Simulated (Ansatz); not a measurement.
A run for Ansatz (a first-principles code): U-B3LYP/def2-TZVPP on CF2 (SMILES F[C]F), 2S+1 = 3, atoms moved off the minimum.

Ansatz 0.2 input:
```yaml
crystal:
  periodic: [false, false, false]
  atoms:
    - {symbol: F, position_ang: [-1.04735035, -0.19933001, 0.25115872]}
    - {symbol: C, position_ang: [0.06854660, 0.48587441, 0.12767711]}
    - {symbol: F, position_ang: [0.95368287, -0.08502620, 0.00911771]}
basis:
  gaussian:
    orbitals: def2-TZVPP
hamiltonian:
  xc: {name: B3LYP}
magnetization: {spin_polarized: true, initial_magnetization: 2}
output: {forces: true}
```

The head of its log:

```
WARN ansatz: RAYON_NUM_THREADS=1 ignored (pool sized by the plan → 1); use --threads N
Functional definition: B3LYP
integrals: 0.01 GiB planned
492 factors; their error is unknown
mean field: 0.25 GiB planned
mean field evaluation 1: about -6464.9448 eV, gradient 2.0e1 eV
mean field evaluation 2: about -6465.0962 eV, gradient 2.0e1 eV
```

### Question
Give the final energy of this run.

### Answer
-237.6259 hartree.
